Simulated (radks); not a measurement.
Sn+, 49 electrons, occupied as [Kr] 4d10 5s2 5p1 (the NIST ground configuration).

Method: Dirac Kohn-Sham, Slater X-alpha with alpha = 0.635, spin-unpolarised, spherical densities, finite nucleus; open shells fill j = l - 1/2 first; Fermi nuclear charge, rms radius 4.6519 fm; computed with a radial shooting solver on a logarithmic mesh with Libxc functionals.

Energy parts (hartree):
part                    energy
total              -6161.17452
kinetic             6489.10381
electron-nucleus  -14961.59055
Hartree             2458.59927
exchange            -147.28705

Orbitals (lengths in bohr, moments of r in powers of bohr; r(90%) holds 90 % of the orbital's charge):
| orbital | occ. | eigenvalue (hartree) | <1/r> | r(90%) | <r^2> | <r> |
|---|---|---|---|---|---|---|
| 1s1/2 | 2 | -1063.625 | 53.02 | 0.0523 | 0.001145 | 0.02909 |
| 2s1/2 | 2 | -160.6116 | 12.29 | 0.194 | 0.01856 | 0.1253 |
| 2p1/2 | 2 | -150.0879 | 12.28 | 0.174 | 0.01379 | 0.1059 |
| 2p3/2 | 4 | -141.6399 | 11.44 | 0.181 | 0.01510 | 0.1113 |
| 3s1/2 | 2 | -31.10644 | 4.339 | 0.501 | 0.1323 | 0.3400 |
| 3p1/2 | 2 | -26.83105 | 4.251 | 0.498 | 0.1271 | 0.3307 |
| 3p3/2 | 4 | -25.29072 | 4.043 | 0.514 | 0.1357 | 0.3420 |
| 3d3/2 | 4 | -17.70732 | 3.892 | 0.494 | 0.1166 | 0.3132 |
| 3d5/2 | 6 | -17.38944 | 3.838 | 0.499 | 0.1191 | 0.3168 |
| 4s1/2 | 2 | -5.10032 | 1.708 | 1.19 | 0.7611 | 0.8196 |
| 4p1/2 | 2 | -3.67840 | 1.591 | 1.28 | 0.8604 | 0.8671 |
| 4p3/2 | 4 | -3.39827 | 1.522 | 1.32 | 0.9222 | 0.8976 |
| 4d3/2 | 4 | -1.17764 | 1.223 | 1.71 | 1.434 | 1.097 |
| 4d5/2 | 6 | -1.13948 | 1.205 | 1.74 | 1.475 | 1.112 |
| 5s1/2 | 2 | -0.60575 | 0.5542 | 3.44 | 6.175 | 2.332 |
| 5p1/2 | 1 | -0.34886 | 0.4421 | 4.35 | 9.605 | 2.891 |
| 5p3/2 | 0 | -0.32862 | 0.4233 | 4.52 | 10.38 | 3.007 |

The highest occupied level is 5p1/2 at -9.493 eV. The electron density at the nucleus is 1.902e+05 e/bohr^3. The density falls to 0.001 e/bohr^3 at r = 4.23 bohr. For comparison, the ionisation energy in NIST's Atomic Spectra Database is 14.633 eV (measured). In exact Kohn-Sham theory the highest level is minus the ionisation energy, but local and semilocal functionals leave it too shallow, through self-interaction and a potential that decays too fast; potentials with the right tail come closer. Summed over all electrons, <r^2> = 45.85 bohr^2, which gives a Langevin (diamagnetic) susceptibility term of -36.3 x 10^-6 cm^3/mol.

Beside tabulated values, note that spin-unpolarised runs miss the spin-polarisation part of the exchange energy of open shells.
